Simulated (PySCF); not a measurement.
C2H5BF2SSi.
Atom-mapped SMILES: `[CH3:1][C:2](=[S:3])[SiH2:4][B:5]([F:6])[F:7]` (hydrogens: H8, H9, H10 on C1; H11, H12 on Si4)

Structure used (PBE0-D3(BJ)/def2-SVP), in Å, numbered top down from 1:
```
atom  x, y, z in Å
C1     1.6579    0.3717   -0.6061
C2     0.7128   -0.7751   -0.4469
S3     0.7354   -2.0899   -1.4050
Si4   -0.6292   -0.6351    0.8976
B5    -1.9929    0.7070    0.2014
F6    -3.2841    0.4718    0.0941
F7    -1.5839    1.8998   -0.1949
H8     2.3363    0.2187   -1.4572
H9     1.0935    1.3105   -0.7448
H10    2.2488    0.5050    0.3170
H11   -1.2278   -1.9633    1.1934
H12   -0.0224   -0.0484    2.1387
```

The closed-shell ground state was solved at several levels (PySCF, density fitting, gas phase, non-relativistic).

```json
{"level": "PBE0/pcSseg-1", "basis functions": "158", "HOMO (eV)": "-6.50", "LUMO (eV)": "-2.66", "gap (eV)": "3.84", "dipole (D)": "2.00"}
{"level": "CAM-B3LYP/def2-SVPD", "basis functions": "197", "HOMO (eV)": "-7.84", "LUMO (eV)": "-1.56", "gap (eV)": "6.28", "dipole (D)": "2.10"}
```

Problem. Estimate the row for KT3/pcSseg-2, a basis of 336 functions; the other rows only guide the guess.

Solution. HOMO -5.41 eV, LUMO -3.55 eV, gap 1.86 eV, dipole 1.93 D.

Problem. Over all these levels, which gives the widest orbital gap and which the narrowest?

Solution. CAM-B3LYP/def2-SVPD (range-separated hybrid) has the widest, 6.28 eV, and KT3/pcSseg-2 (GGA) the narrowest, 1.86 eV. Functional and basis both differ between the two, so the spread mixes both effects.

Problem. How far do the dipole and the HOMO energy spread over the levels?

Solution. The dipole runs from 1.93 to 2.10 D (mean 2.01 D) and the HOMO from -7.84 to -5.41 eV.

One conformer stands for the species.
